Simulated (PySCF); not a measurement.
A PySCF script (with the pyscf-properties extension) for the NMR shieldings of SMILES C#CCP(C=C)CCP, C₇H₁₂P₂, on a GFN2-xTB geometry:

```python
import basis_set_exchange as bse
import numpy as np
from pyscf import gto, dft
from pyscf.prop import nmr

atoms = """
C    -1.803077   -0.905051    1.825834
C    -1.766913   -0.916626    0.628496
C    -1.671181   -0.874774   -0.806889
P    -0.531341    0.488496   -1.419476
C    -1.346700    1.847707   -0.528166
C    -0.751737    2.835676    0.120666
C     0.929014    0.208025   -0.290242
C     1.641790   -1.095363   -0.615559
P     3.164765   -1.392399    0.410603
H    -1.864234   -0.921847    2.872771
H    -2.654817   -0.681936   -1.247464
H    -1.305418   -1.828083   -1.200013
H    -2.425366    1.847422   -0.641591
H     0.317664    2.893626    0.233604
H    -1.317452    3.633457    0.575094
H     1.612207    1.048729   -0.443782
H     0.585229    0.220695    0.748836
H     0.982907   -1.952279   -0.447620
H     1.944982   -1.117633   -1.667243
H     3.682374   -0.104878    0.264010
H     2.568385   -1.061318    1.627658
"""
names = dict.fromkeys(["C", "P", "H"], "pcSseg-1")
basis = {el: gto.basis.parse(bse.get_basis(n, elements=[el], fmt="nwchem")) for el, n in names.items()}
mol = gto.M(atom=atoms, basis=basis, charge=0, verbose=0)
mf = dft.RKS(mol, xc="PBE0")
mf.grids.level = 2
mf.grids.alignment = dft.numint.BLKSIZE   # the property module wants whole blocks of grid points
mf.conv_tol = 1e-9
mf.kernel()

calc = nmr.RKS(mf)   # GIAO
C = mf.mo_coeff
Co = C[:, mf.mo_occ > 0]
resp = mf.gen_response(singlet=True, hermi=2)
def vind(x):   # induced exchange potential for any number of trial vectors
    d = np.einsum("pi,xij,qj->xpq", C, 2 * x.reshape(-1, C.shape[1], Co.shape[1]), Co, optimize=True)
    return np.einsum("xpq,pi,qj->xij", resp(d - d.transpose(0, 2, 1)), C, Co, optimize=True).ravel()
mo1, _ = nmr.rhf.solve_mo1(calc, with_cphf=vind)
sigma = calc.kernel(mo1)
for i, s in enumerate(sigma):   # ppm
    print("%2d %-2s %9.2f" % (i, mol.atom_pure_symbol(i), np.trace(s) / 3))
```

Task: Give the expected output.

Result: 
```
 0 C     108.64
 1 C     104.62
 2 C     169.76
 3 P     357.67
 4 C      36.28
 5 C      57.59
 6 C     149.22
 7 C     171.92
 8 P     458.04
 9 H      30.09
10 H      29.23
11 H      29.22
12 H      25.26
13 H      26.13
14 H      25.61
15 H      29.91
16 H      29.35
17 H      30.54
18 H      30.45
19 H      29.03
20 H      28.87
```

These numbers come from an equivalent density-fitted implementation of the same equations, which agrees with the script to about 0.01 ppm for H and up to a few tenths of a ppm for heavy atoms, so last digits may differ.

Size and cost of the density-fitted run: 227 basis functions, 53 s wall time on 1 thread of an Arm Neoverse V1, shared host.
